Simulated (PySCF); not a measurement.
## Frontier levels across methods

Species: C5H6O2.
Z-matrix (Å and degrees, PBE0-D3(BJ)/def2-SVP geometry), rows numbered from 1:
```
O 
C   1  1.4056
C   2  1.4965  1  113.52
C   3  1.4370  2  127.01  1   -80.56
C   4  1.3620  3  106.19  2   177.08
O   5  1.3476  4  110.31  3     0.02
C   6  1.3467  5  107.54  4    -0.19
H   1  0.9627  2  107.78  3    50.01
H   2  1.1083  1  111.49  3  -123.45
H   2  1.1003  1  106.39  3   120.73
H   4  1.0888  3  127.35  2    -3.87
H   5  1.0869  4  133.42  3   179.36
H   7  1.0873  3  132.67  2     2.98
```

Basis pcSseg-1 throughout (PySCF), one geometry. One conformer (not necessarily the lowest) at the PBE0-D3(BJ)/def2-SVP geometry, without solvent, vibrations or thermal averaging.

Task: How do the orbital energies, the gap and the dipole change with the method?

Result: 
```csv
method,kind,HOMO (eV),LUMO (eV),gap (eV),μ (D),SCF cycles
B97-D,GGA,-5.67,-0.79,4.88,1.54,16
KT3,GGA,-5.70,-0.81,4.88,1.47,16
KT2,GGA,-5.72,-0.86,4.86,1.50,17
PBE,GGA,-5.74,-0.86,4.87,1.53,15
B97-2,global hybrid,-6.56,0.03,6.59,1.60,14
PBE0,global hybrid,-6.82,0.09,6.90,1.62,14
mPW1PW91,global hybrid,-6.84,0.06,6.90,1.62,14
BHandHLYP,global hybrid,-7.68,1.13,8.81,1.70,13
LC-wPBE,range-separated hybrid,-9.47,2.36,11.83,1.67,14
```

The HOMO spans 3.80 eV, from B97-D down to LC-wPBE, and the gap runs from 4.86 eV (KT2) to 11.83 eV (LC-wPBE). Over the methods B97-D (0 %), KT3 (0 %), KT2 (0 %), PBE (0 %), B97-2 (21 %), PBE0 (25 %), mPW1PW91 (25 %), BHandHLYP (50 %), a straight line through the gap against the share of exact exchange rises by 0.79 eV for each 10 % (correlation coefficient 1.000). The dipole ranges from 1.47 D (KT3) to 1.70 D (BHandHLYP). This basis has no diffuse functions.

The vertical ΔSCF ionisation energy at B3LYP/def2-SVPD is 8.92 eV; −ε(HOMO) comes closest to it with LC-wPBE (9.47 eV).
